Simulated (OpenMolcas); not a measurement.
Re5+ among 6 point charges of -1.7 e arranged as an octahedron (Oh).

```json
{"Program": "OpenMolcas 26.06", "Method": "SS-CASPT2, IPEA 0.25 Eh, imaginary shift 0.1 Eh (closed shells correlated: 5s 5p)", "Basis": "ANO-RCC-VDZP [7s6p4d2f1g]", "Scalar Hamiltonian": "DKH2, point nucleus", "Active space": "2 electrons in 5 orbitals (5d)", "State averaging": "2S+1 = 3 even, 10 roots; 2S+1 = 1 even, 15 roots", "Spin-orbit coupling": "state interaction with AMFI integrals over the reference wave functions"}
```

All point charges move together. At R = 2.07 Å the first state of the same spin is 7220 cm-1, and at R = 2.35 Å it is 3700 cm-1.

Problem. A third run gives 5690 cm-1. What distance was it run at?

Solution. With a power law R^-n the two known points give n = -ln(3700 / 7220) / ln(2.35 / 2.07) = 5.27. Then R = 2.07 × (7220 / 5690)^(1/5.27) = 2.166 Å. The run was at 2.16 Å, so the estimate is off by +0.006 Å.

Roots that are degenerate in the reference are averaged as groups; the widest CASPT2 spread within a group is 190 cm-1 (the 3-fold group of multiplicity 3 near 5690 cm-1 above the lowest state of its run, R = 2.16). Shifts and gaps below about the spread of the groups concerned are not significant. Free-ion shares, where given, are those of the reference states; single-state CASPT2 does not remix them. Spin-orbit coupling mixes the spin-free states strongly: the lowest level takes only 70 % from its leading state, 3T1 (figures for R = 2.16; the like holds for R = 2.35). This field is weak: 10Dq is about 8608 cm-1, while octahedral complexes of 5d ions of charge 3 and more, computed by the same method with explicit ligands, had a median near 35000 cm-1. Ground spin and moment need not be those of a real site (figures for R = 2.07; the like holds for R = 2.16, R = 2.35). An orbital triplet at a regular site is open to Jahn-Teller coupling, which can distort the site and quench the lowest spin-orbit gaps and is left out (holds for R = 2.07). Point charges carry no covalency, so the field is a model and not that of real ligands. No measured value stands beside these numbers.
